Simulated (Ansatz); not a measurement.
P$_{2}$, charge +1, doublet (typed; the unrestricted solution is spin-contaminated), geometry from GFN2-xTB (a state made from the parent by changing its charge; the spin is typed, not shown lowest). Base run: Ansatz (a quantum-chemistry and plane-wave program) with HF/aug-cc-pVDZ.

The Ansatz input:
Ansatz 0.2 input:
```yaml
crystal:
  periodic: [false, false, false]
  atoms:
    - {symbol: P, position_ang: [-0.00000000, -0.00000000, -0.98489567]}
    - {symbol: P, position_ang: [0.00000000, 0.00000000, 0.98489567]}
basis:
  gaussian:
    orbitals: aug-cc-pVDZ
hamiltonian:
  xc: hf
total_charge: 1
magnetization: {spin_polarized: true, initial_magnetization: 1}
```

The bond that is stretched is that between atoms 1 and 2. A test that says stable can miss a lower solution.

Variants of this job, named by their change:

```tsv
change	ΔE vs base (kcal/mol)	<S^2>	stability test says
base	0.000	1.155	minimum
spin_polarized = on; lower_state_search = off	27.78	0.784	undecided (no full test)
spin_polarized = on; lower_state_search = standard	0.000	1.155	minimum
bond × 1.25	15.89	2.629	minimum
spin_polarized = on; lower_state_search = off; bond × 1.25	60.56	0.757	undecided (no full test)
spin_polarized = on; lower_state_search = standard; bond × 1.25	15.89	2.629	minimum
bond × 1.5	28.12	2.760	minimum
spin_polarized = on; lower_state_search = off; bond × 1.5	28.12	2.760	undecided (no full test)
spin_polarized = on; lower_state_search = standard; bond × 1.5	28.12	2.760	minimum
bond × 1.8	39.33	2.767	minimum
spin_polarized = on; lower_state_search = off; bond × 1.8	39.33	2.767	undecided (no full test)
spin_polarized = on; lower_state_search = standard; bond × 1.8	39.33	2.767	minimum
bond × 2.2	46.66	2.762	minimum
spin_polarized = on; lower_state_search = off; bond × 2.2	46.66	2.762	undecided (no full test)
spin_polarized = on; lower_state_search = standard; bond × 2.2	46.66	2.762	minimum
bond × 3.0	49.53	2.762	minimum
spin_polarized = on; lower_state_search = off; bond × 3.0	49.61	2.761	undecided (no full test)
spin_polarized = on; lower_state_search = standard; bond × 3.0	49.53	2.762	minimum
```

On stretching, the SCF can end on different states; <S^2> shows the spin contamination of each.
